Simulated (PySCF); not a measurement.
Ionisation energy of Ne⁺ by level of theory

Ne⁺ [He] 2s2 2p5 (2P) → Ne²⁺ [He] 2s2 2p4 (3P), as a difference of total energies. All numbers are calculated (PySCF 2.14, no relativity, point nucleus, in def2-TZVP (5s3p2d1f, 31 functions)). Correlated levels: valence: 1s2 frozen. The calculations carry no spin-orbit coupling.

| method | ionisation energy (eV) |
| --- | --- |
| UHF | 39.285 |
| M06-L | 40.875 |
| MP2 (valence) | 40.726 |
| SCS-MP2 (valence) | 40.713 |
| CCSD(T) (valence) | 40.684 |

Question: Estimate what PBE gives.

Answer: 41.141 eV, closest to M06-L among the rows shown.

Question: Estimate what CCSD (valence) gives.

Answer: 40.661 eV, closest to CCSD(T) (valence) among the rows shown.

Errors of the correlated levels include the incompleteness of this basis and the frozen core.

For comparison: 40.963 eV (measured; NIST Atomic Spectra Database, ionization energies).
